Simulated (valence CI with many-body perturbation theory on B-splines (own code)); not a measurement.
# E1 transitions of Te II

Level of theory: valence CI with perturbative core correlation (CI+MBPT): five valence electrons over a frozen Dirac-Fock core [Kr] 4d10, radial functions for each j: 9 s, 9 p, 8 d, 6 f, 3 g, 1 h, with the one-electron correlation potential Σ1, the two-electron term Σ2, the three-electron term Σ3, Breit, model QED; selected CI, second order for the rest, scaled by the run's own slope (own B-spline code, finite nucleus).

Set against measurement, 14 paired levels are off by 107 cm⁻¹ on average, the worst by 342. These come from a selection out of the NIST Handbook of Basic Atomic Spectroscopic Data. Levels without a partner in it may be off by more. Among the levels kept, up to 1100 cm⁻¹ of a level comes from second order outside the variational space, and about a tenth of that is noise between levels of different J, which matters for small intervals.

Lines 51 to 100 of 233 in falling wavelength, among levels below 13.317 eV, chosen from the strongest by gf and those to the six lowest levels. Wavelengths and rates use the calculated energies, so an error of 100 cm⁻¹ moves a line at 7417 Å by 0.74 % and its rate by three times that or more. Electric multipoles are in the length gauge, E1 and E2 with the static RPA response of the core. Weak lines are less certain than strong ones. Lines between different terms over intervals too small for the method are left out, as are lines whose strength nearly cancels. The highest levels of a list are the least certain.

Names give the largest LS component (configuration and term), which can be under half, so a name can repeat, a term be missing and a line seem to break the LS rules; names also repeat where a configuration has a term twice. Letters in brackets count levels of one name in rising energy.

```
λ vac (Å)                 Upper                Lower   A (s⁻¹)  S (a.u.) with core polarisation  S without
     7417      5s²5p²6p ²P°_1/2  5s²5p²5d ⁴D_1/2 [b]  1.29e+07                         5.19e+00   5.17e+00
     7140      5s²5p²6p ²S°_1/2      5s²5p²6s ²P_1/2  2.43e+07                         8.74e+00   8.76e+00
     7019  5s²5p²6p ⁴D°_3/2 [a]      5s²5p²5d ²P_3/2  4.05e+06                         2.77e+00   2.76e+00
     6966      5s²5p²6p ⁴D°_5/2      5s²5p²6s ⁴P_5/2  1.47e+06                         1.47e+00   1.47e+00
     6927  5s²5p²6p ⁴D°_3/2 [b]      5s²5p²5d ⁴F_3/2  7.66e+06                         5.03e+00   5.02e+00
     6913      5s²5p²6p ²D°_3/2         5s5p⁴ ²D_3/2  1.90e+06                         1.24e+00   1.24e+00
     6856  5s²5p²6p ⁴D°_3/2 [b]      5s²5p²5d ⁴F_5/2  4.22e+06                         2.69e+00   2.67e+00
     6706      5s²5p²6p ²S°_1/2      5s²5p²6s ⁴P_3/2  2.27e+07                         6.77e+00   6.81e+00
     6684      5s²5p²6p ⁴P°_3/2      5s²5p²6s ²P_3/2  3.60e+06                         2.12e+00   2.11e+00
     6625      5s²5p²6p ⁴D°_5/2      5s²5p²5d ⁴F_5/2  2.87e+06                         2.47e+00   2.45e+00
     6559      5s²5p²6p ⁴D°_7/2      5s²5p²5d ⁴F_7/2  8.02e+05                         8.93e-01   8.81e-01
     6496      5s²5p²6p ⁴D°_1/2      5s²5p²6s ⁴P_1/2  5.17e+07                         1.40e+01   1.41e+01
     6465      5s²5p²6p ²D°_3/2      5s²5p²6s ⁴P_5/2  2.56e+06                         1.36e+00   1.36e+00
     6421  5s²5p²6p ²D°_5/2 [a]         5s5p⁴ ²D_3/2  3.62e+06                         2.84e+00   2.87e+00
     6322      5s²5p²6p ⁴D°_7/2         5s5p⁴ ²D_5/2  8.08e+06                         8.06e+00   8.13e+00
     6316  5s²5p²6p ⁴D°_3/2 [b]      5s²5p²6s ²P_1/2  1.35e+07                         6.72e+00   6.79e+00
     6302      5s²5p²6p ²S°_1/2      5s²5p²5d ²P_3/2  7.52e+06                         1.86e+00   1.87e+00
     6237      5s²5p²6p ²P°_3/2      5s²5p²6s ²P_3/2  3.41e+07                         1.63e+01   1.65e+01
     6207      5s²5p²6p ²P°_3/2      5s²5p²5d ²F_5/2  3.19e+06                         1.51e+00   1.49e+00
     6171      5s²5p²6p ⁴P°_1/2      5s²5p²5d ⁴F_3/2  1.29e+07                         2.99e+00   2.99e+00
     6149      5s²5p²6p ²P°_3/2  5s²5p²5d ⁴D_1/2 [a]  1.96e+06                         9.01e-01   9.05e-01
     6032  5s²5p²6p ²D°_5/2 [a]      5s²5p²6s ⁴P_5/2  4.72e+07                         3.07e+01   3.10e+01
     6024  5s²5p²6p ²D°_5/2 [b]      5s²5p²6s ²P_3/2  1.74e+07                         1.13e+01   1.14e+01
     6002      5s²5p²6p ⁴P°_3/2         5s5p⁴ ²D_5/2  1.92e+07                         8.18e+00   8.20e+00
     5974  5s²5p²6p ⁴D°_3/2 [b]      5s²5p²6s ⁴P_3/2  3.40e+07                         1.43e+01   1.45e+01
     5830      5s²5p²6p ²P°_1/2      5s²5p²6s ²P_3/2  2.25e+07                         4.40e+00   4.44e+00
     5825  5s²5p²6p ²D°_5/2 [a]      5s²5p²5d ⁴F_3/2  2.33e+06                         1.37e+00   1.37e+00
     5797      5s²5p²6p ⁴D°_5/2      5s²5p²6s ⁴P_3/2  6.49e+07                         3.75e+01   3.78e+01
     5763      5s²5p²6p ⁴D°_7/2      5s²5p²6s ⁴P_5/2  6.95e+07                         5.25e+01   5.30e+01
     5753      5s²5p²6p ²P°_1/2  5s²5p²5d ⁴D_1/2 [a]  7.86e+06                         1.48e+00   1.48e+00
     5728      5s²5p²6p ²D°_3/2      5s²5p²6s ²P_1/2  4.30e+07                         1.60e+01   1.61e+01
     5696  5s²5p²6p ⁴D°_3/2 [a]      5s²5p²6s ⁴P_1/2  7.52e+07                         2.74e+01   2.77e+01
     5680      5s²5p²6p ⁴P°_1/2      5s²5p²6s ²P_1/2  2.04e+07                         3.69e+00   3.73e+00
     5651  5s²5p²6p ⁴D°_3/2 [b]      5s²5p²5d ²P_3/2  7.97e+06                         2.84e+00   2.87e+00
     5639      5s²5p²6p ²P°_3/2         5s5p⁴ ²D_5/2  2.87e+06                         1.02e+00   1.01e+00
     5585      5s²5p²6p ⁴D°_1/2         5s5p⁴ ⁴P_1/2  3.68e+06                         6.32e-01   6.37e-01
     5497      5s²5p²6p ⁴P°_3/2      5s²5p²6s ⁴P_5/2  6.84e+07                         2.24e+01   2.27e+01
     5493      5s²5p²6p ⁴D°_5/2      5s²5p²5d ²P_3/2  1.28e+07                         6.30e+00   6.38e+00
     5476      5s²5p²6p ²P°_3/2         5s5p⁴ ²D_3/2  3.51e+07                         1.14e+01   1.15e+01
     5446      5s²5p²6p ²D°_3/2      5s²5p²6s ⁴P_3/2  2.38e+07                         7.59e+00   7.66e+00
     5402      5s²5p²6p ⁴P°_1/2      5s²5p²6s ⁴P_3/2  5.08e+07                         7.90e+00   8.01e+00
     5311  5s²5p²6p ²D°_5/2 [b]         5s5p⁴ ²D_3/2  2.26e+07                         1.00e+01   1.01e+01
     5177      5s²5p²6p ²D°_3/2      5s²5p²5d ²P_3/2  8.73e+06                         2.39e+00   2.41e+00
     5160      5s²5p²6p ²P°_1/2         5s5p⁴ ²D_3/2  1.48e+07                         2.01e+00   2.04e+00
     5043  5s²5p²6p ²D°_5/2 [b]      5s²5p²6s ⁴P_5/2  3.75e+07                         1.42e+01   1.44e+01
     4983  5s²5p²6p ⁴D°_3/2 [a]         5s5p⁴ ⁴P_1/2  5.23e+06                         1.28e+00   1.29e+00
     4955      5s²5p²6p ⁴P°_3/2      5s²5p²6s ²P_1/2  5.20e+06                         1.25e+00   1.27e+00
     4897  5s²5p²6p ²D°_5/2 [b]      5s²5p²5d ⁴F_3/2  1.35e+07                         4.69e+00   4.72e+00
     4896  5s²5p²6p ²D°_5/2 [a]      5s²5p²5d ²P_3/2  4.09e+06                         1.42e+00   1.43e+00
     4761  5s²5p²6p ⁴D°_3/2 [b]      5s²5p²6s ⁴P_1/2  4.58e+06                         9.76e-01   9.88e-01
```
